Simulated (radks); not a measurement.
Results of a calculation; reference values are marked as such.
Ag IV, configuration [Kr] 4d8.

Level of theory: scalar-relativistic Kohn-Sham, BLYP, spin-unpolarised, spherical densities, finite nucleus; Fermi nuclear charge, rms radius 4.5454 fm (a radial shooting solver on a logarithmic mesh with Libxc functionals).

Energy parts (hartree):
part                        energy
total                  -5314.08293
kinetic                 5520.91232
electron-nucleus      -12781.79609
Hartree                 2095.21778
exchange-correlation    -148.41693

Orbitals (lengths in bohr, moments of r in powers of bohr; r(90%) holds 90 % of the orbital's charge):
orbital  occ.  eigenvalue (hartree)  r(90%)     <r^2>
1s          2             -932.4403  0.0558  0.001308
2s          2             -138.5346   0.208   0.02146
2p          6             -124.4279   0.192   0.01691
3s          2             -26.56979   0.543    0.1554
3p          6             -21.93707   0.553    0.1570
3d         10             -14.62754   0.547    0.1424
4s          2              -4.90814    1.31    0.9272
4p          6              -3.55273    1.45     1.112
4d          8              -1.60281    1.95     1.856

The highest occupied level is 4d at -43.615 eV. Summed over all electrons, <r^2> = 26.20 bohr^2, which gives a Langevin (diamagnetic) susceptibility term of -20.7 x 10^-6 cm^3/mol. The electron density at the nucleus is 1.494e+05 e/bohr^3 (large components only). For comparison, the ionisation energy in NIST's Atomic Spectra Database is 49 eV (theoretical). In exact Kohn-Sham theory the highest level is minus the ionisation energy, but local and semilocal functionals leave it too shallow, through self-interaction and a potential that decays too fast; potentials with the right tail come closer. The density falls to 0.001 e/bohr^3 at r = 3.09 bohr.

Beside tabulated values, note that spin-unpolarised runs miss the spin-polarisation part of the exchange energy of open shells.
